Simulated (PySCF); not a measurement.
C₄H₆, charge -1, doublet, geometry from GFN2-xTB (a state made from the parent by changing its charge; the spin is typed, not shown lowest) (in this run its highest filled SCF level lies above zero, so its values depend strongly on the basis, on diffuse functions most of all); PySCF with B3LYP/6-31G*.

Here is a job for PySCF.
```python
from pyscf import gto, scf, dft

mol = gto.M(
    atom='''
C     1.749645    0.228966   -0.673961
C     0.668229   -0.167992    0.102037
C    -0.668229    0.167992   -0.102037
C    -1.749645   -0.228966    0.673961
H     1.623455    0.863055   -1.540842
H     2.761161   -0.078936   -0.444070
H     0.887057   -0.808056    0.958700
H    -0.887057    0.808056   -0.958700
H    -2.761161    0.078936    0.444070
H    -1.623455   -0.863055    1.540842
''',
    basis='6-31g*',
    charge=-1,
    spin=1,
    verbose=4,
)

mf = dft.UKS(mol)
mf.xc = 'b3lyp'
mf.kernel()
mo_i, mo_e, stable_i, stable_e = mf.stability(internal=True, external=False, return_status=True, nroots=6, tol=1e-6)
print('internally stable:', stable_i, ' externally stable:', stable_e)
if not stable_i:
    umf = mf.copy()
    umf.scf_summary = {}
    umf.kernel(umf.make_rdm1(mo_i, mf.mo_occ))
mf.analyze()
```

### Question
Predict the main parts of the log of this PySCF run.

### Answer

```
PySCF version 2.14.0

[INPUT] verbose = 4
[INPUT] num. atoms = 10
[INPUT] num. electrons = 31
[INPUT] charge = -1
[INPUT] spin (= nelec alpha-beta = 2S) = 1
[INPUT] symmetry False subgroup None
[INPUT] Mole.unit = angstrom
[INPUT] Symbol           X                Y                Z      unit          X                Y                Z       unit  Magmom
[...]
nuclear repulsion = 102.868511396066
number of shells = 36
number of NR pGTOs = 132
number of NR cGTOs = 68
basis = 6-31g*
ecp = {}

******** <class 'pyscf.dft.uks.UKS'> ********
method = UKS
initial guess = minao
damping factor = 0
level_shift factor = 0
DIIS = <class 'pyscf.scf.diis.CDIIS'>
diis_start_cycle = 1
diis_space = 8
diis_damp = 0
SCF conv_tol = 1e-09
SCF conv_tol_grad = None
SCF max_cycles = 50
direct_scf = True
direct_scf_tol = 1e-13
number electrons alpha = 16  beta = 15
XC library pyscf.dft.libxc version 7.1.2
    S. Lehtola, C. Steigemann, M. J. T. Oliveira, and M. A. L. Marques,  SoftwareX 7, 1–5 (2018)
XC functionals = b3lyp
    P. J. Stephens, F. J. Devlin, C. F. Chabalowski, and M. J. Frisch,  J. Phys. Chem. 98, 11623 (1994)
radial grids:
    Treutler-Ahlrichs [JCP 102, 346 (1995); DOI:10.1063/1.469408] (M4) radial grids

becke partition: Becke, JCP 88, 2547 (1988); DOI:10.1063/1.454033
pruning grids: <function nwchem_prune>
grids dens level: 3
symmetrized grids: False
atomic radii adjust function: <function treutler_atomic_radii_adjust>
small_rho_cutoff = 0
Set gradient conv threshold to 3.16228e-05
tot grids = 115320
init E= -156.190486851296

cycle= 1 E= -155.813776207741  delta_E= 0.377  |g|= 0.441  |ddm|= 2.08
cycle= 2 E= -155.792685404036  delta_E= 0.0211  |g|= 0.495  |ddm|= 1.44
cycle= 3 E= -155.934960564506  delta_E= -0.142  |g|= 0.0341  |ddm|= 0.799
cycle= 4 E= -155.93526913789  delta_E= -0.000309  |g|= 0.025  |ddm|= 0.0562
cycle= 5 E= -155.935634725831  delta_E= -0.000366  |g|= 0.00261  |ddm|= 0.0267
cycle= 6 E= -155.935647137111  delta_E= -1.24e-05  |g|= 0.000842  |ddm|= 0.00698
cycle= 7 E= -155.935648578411  delta_E= -1.44e-06  |g|= 0.000147  |ddm|= 0.00313
cycle= 8 E= -155.935648603697  delta_E= -2.53e-08  |g|= 3.47e-05  |ddm|= 0.000381
cycle= 9 E= -155.935648604884  delta_E= -1.19e-09  |g|= 8.62e-06  |ddm|= 7.32e-05
cycle= 10 E= -155.935648604971  delta_E= -8.7e-11  |g|= 1.73e-06  |ddm|= 2.2e-05
Extra cycle  E= -155.935648604973  delta_E= -1.36e-12  |g|= 1.48e-06  |ddm|= 4.61e-06
converged SCF energy = -155.935648604973  <S^2> = 0.76146929  2S+1 = 2.0114366
[...]
<class 'pyscf.dft.uks.UKS'> wavefunction is stable in the internal stability analysis
internally stable: True  externally stable: None
Total Energy =                        -155.935648604972812
[...]
spin_pop of  2 C 3pz       0.00059
spin_pop of  2 C 3dxy      0.00044
spin_pop of  2 C 3dyz     -0.00005
spin_pop of  2 C 3dz^2     0.00003
spin_pop of  2 C 3dxz      0.00019
spin_pop of  2 C 3dx2-y2   -0.00003
spin_pop of  3 C 1s       -0.00000
spin_pop of  3 C 2s        0.01787
spin_pop of  3 C 3s       -0.00023
spin_pop of  3 C 2px       0.01351
spin_pop of  3 C 2py       0.26375
spin_pop of  3 C 2pz       0.13736
spin_pop of  3 C 3px       0.00008
spin_pop of  3 C 3py       0.00618
spin_pop of  3 C 3pz       0.00308
spin_pop of  3 C 3dxy      0.00006
spin_pop of  3 C 3dyz     -0.00029
spin_pop of  3 C 3dz^2     0.00002
spin_pop of  3 C 3dxz      0.00002
spin_pop of  3 C 3dx2-y2   -0.00012
spin_pop of  4 H 1s       -0.01332
spin_pop of  4 H 2s        0.00011
spin_pop of  5 H 1s       -0.01392
spin_pop of  5 H 2s        0.00011
spin_pop of  6 H 1s       -0.00310
spin_pop of  6 H 2s        0.00002
spin_pop of  7 H 1s       -0.00310
spin_pop of  7 H 2s        0.00002
spin_pop of  8 H 1s       -0.01392
spin_pop of  8 H 2s        0.00011
spin_pop of  9 H 1s       -0.01332
spin_pop of  9 H 2s        0.00011
 ** Mulliken Spin Density (per atom)  **
spin density of  0 C =      0.44127
spin density of  1 C =      0.08883
spin density of  2 C =      0.08883
spin density of  3 C =      0.44127
spin density of  4 H =     -0.01321
spin density of  5 H =     -0.01381
spin density of  6 H =     -0.00308
spin density of  7 H =     -0.00308
spin density of  8 H =     -0.01381
spin density of  9 H =     -0.01321
 ** Mulliken pop alpha/beta on meta-lowdin orthogonal AOs **
 ** Mulliken pop       alpha | beta **
In total            16.00000 | 15.00000
 ** Mulliken atomic charges   ( Nelec_alpha | Nelec_beta ) **
charge of  0C =     -0.46812  (     3.45469      3.01342 )
charge of  1C =     -0.17146  (     3.13015      3.04132 )
charge of  2C =     -0.17146  (     3.13015      3.04132 )
charge of  3C =     -0.46812  (     3.45469      3.01342 )
charge of  4H =      0.04733  (     0.46973      0.48294 )
charge of  5H =      0.04455  (     0.47082      0.48463 )
charge of  6H =      0.04770  (     0.47461      0.47769 )
charge of  7H =      0.04770  (     0.47461      0.47769 )
charge of  8H =      0.04455  (     0.47082      0.48463 )
charge of  9H =      0.04733  (     0.46973      0.48294 )

WARN: System has nonzero charge -1; the dipole moment is origin-dependent.
Location of origin: [0. 0. 0.]

Dipole moment(X, Y, Z, Debye): -0.00000,  0.00000,  0.00000
```
